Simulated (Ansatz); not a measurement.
Calculated with Ansatz (gas phase, PBE0-D4/def2-TZVP geometries, no zero-point term in ΔE). CCSD(T)/CBS adds triple-zeta CCSD(T) − MP2 to the extrapolated MP2 energy (def2 sets, frozen cores). This one scheme is used for every species. DFT in def2-TZVPP. B3LYP here is the variant with VWN-RPA as its local correlation; programs differ in this. Elements past krypton have def2 core potentials. For In outer-core shells are correlated without core-valence functions, which leaves a few kJ/mol of doubt a bond. One conformer a species, not always the lowest.

Consider the alkene loss: `CC[O][In]([CH3])[Cl]` → `[CH3][In]([OH])[Cl]` + `C=C`.

(1) Is it downhill or uphill in electronic energy at CCSD(T)/CBS, and by how much? (An estimate is asked.)

(2) What do these levels give: PBE0-D4, B3LYP-D4, MP2/def2-TZVPP, SCS-MP2/def2-TZVPP, HF/CBS(def2), CCSD/CBS(def2)? (Estimate.)

Largest T1 diagnostic among the species: 0.014.

## Answers

(1) Ansatz gave: Uphill: ΔE = +69.6 kJ/mol.

(2) The calculation gave: PBE0-D4 88.2, B3LYP-D4 70.1, MP2/def2-TZVPP 76.3, SCS-MP2/def2-TZVPP 68.5, HF/CBS(def2) 48.4, CCSD/CBS(def2) 68.1 kJ/mol.

The D4 term adds +16.2 kJ/mol with B3LYP and +9.1 kJ/mol with PBE0; it sums over pairs of atoms, weighted by their polarisabilities, and B3LYP, whose exchange is more repulsive, gets the larger term. From PBE to PBE0 (25 % exact exchange), in def2-TZVPP and without D4, ΔE moves by +8.2 kJ/mol.
